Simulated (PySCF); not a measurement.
C6H4FN.
Geometry (PBE0-D3(BJ)/def2-SVP, Å), atoms numbered from 1 in this order:
```xyz
12
C6H4FN angstrom
C      3.143   -0.083    0.469
C      1.866    0.121    0.219
C      0.632    0.317   -0.023
C     -0.650    0.511   -0.269
C     -1.730    0.137    0.705
F     -2.473    1.241    1.034
C     -2.622   -0.884    0.128
N     -3.307   -1.696   -0.327
H      3.915    0.200   -0.254
H      3.470   -0.541    1.408
H     -0.984    0.961   -1.211
H     -1.283   -0.279    1.624
```

All values: CAM-B3LYP/def2-SVPD (PySCF, non-relativistic), on one gas-phase PBE0-D3(BJ)/def2-SVP geometry that isn't relaxed in the solvent. The solvent is an IEF-PCM continuum (cavity from Bondi-type radii × 1.2), and excitations are vertical TDDFT with non-equilibrium linear response and a frozen core. The model holds no explicit solvent molecules, cavitation or dispersion.

Gas-phase singlets (H = HOMO, L = LUMO):

```
state  E (eV)  λ (nm)      f  leading configurations
   S1   4.012     309  0.000               H-1→L 98%
   S2   5.294     234  0.604                 H→L 93%
   S3   5.807     214  0.000    H→L+1 61%, H→L+2 32%
   S4   6.855     181  0.007  H-2→L 61%, H-2→L+3 14%
   S5   7.014     177  0.002    H→L+2 53%, H→L+1 21%
```

Task: How does the list change in acetone (ε = 20.49)?

Result: 
```tsv
state	E (eV)	λ (nm)	f	leading configurations	change by rank (eV)
S1	3.979	312	0.001	H-1→L 97%	-0.033
S2	5.102	243	0.793	H→L 96%	-0.192
S3	5.857	212	0.002	H→L+2 56%, H→L+1 20%	+0.050
S4	6.910	179	0.018	H→L+1 49%, H→L+3 20%	+0.055
S5	6.986	177	0.015	H→L+3 38%, H-2→L 26%	-0.028
```

Task: The ground-state energy changes by -0.293 eV from gas to acetone. By how much does the total energy of gas-phase S1 change?

Result: E(S1) = E(S0) + excitation energy, so it changes by -0.293 − 0.033 = -0.326 eV: it is lowered more than the ground state, which is what a red shift means. This is the vertical state, with the slow part of the continuum still set for S0.

Task: How do the frontier levels move from gas to acetone?

Result: 
| orbital | gas (eV) | solvent (eV) | change (eV) | Löwdin shares, gas | Löwdin shares, solvent |
| --- | --- | --- | --- | --- | --- |
| LUMO+2 | 1.00 | 1.20 | +0.20 | C2 17 %, C3 16 %, C1 15 %, C7 8 % | C2 17 %, C3 16 %, C7 14 %, C4 11 % |
| LUMO+1 | 0.69 | 0.85 | +0.16 | C2 17 %, C3 14 %, C7 13 %, C5 11 % | C7 25 %, N8 22 %, C5 14 %, F6 8 % |
| LUMO | -1.47 | -1.17 | +0.30 | C1 24 %, C4 20 %, C3 18 %, C2 17 % | C1 23 %, C4 19 %, C3 17 %, C2 16 % |
| HOMO | -9.03 | -8.70 | +0.33 | C1 26 %, C4 25 %, C2 18 %, C3 17 % | C4 26 %, C1 25 %, C2 19 %, C3 16 % |
| HOMO-1 | -9.63 | -9.28 | +0.35 | C3 34 %, C2 34 %, C1 9 %, C4 8 % | C3 35 %, C2 33 %, C1 9 %, C4 8 % |
| HOMO-2 | -11.43 | -11.52 | -0.09 | N8 43 %, C7 32 %, C5 9 %, F6 5 % | N8 38 %, C7 27 %, C5 11 %, F6 9 % |
| HOMO-3 | -11.72 | -11.77 | -0.05 | N8 44 %, C7 36 %, F6 5 %, C2 4 % | C2 23 %, C3 21 %, N8 16 %, C7 13 % |

The HOMO–LUMO gap goes from 7.56 to 7.53 eV. Rows go by rank; for HOMO-3, HOMO-2, LUMO+1 and LUMO+2 the atom shares or the degeneracy differ between the runs, so the row needn't follow one orbital.

Cost: about 70 s of CPU time on one thread; the machine was shared, so the figure is rough. This is the whole response run at CAM-B3LYP/def2-SVPD in acetone, SCF included.
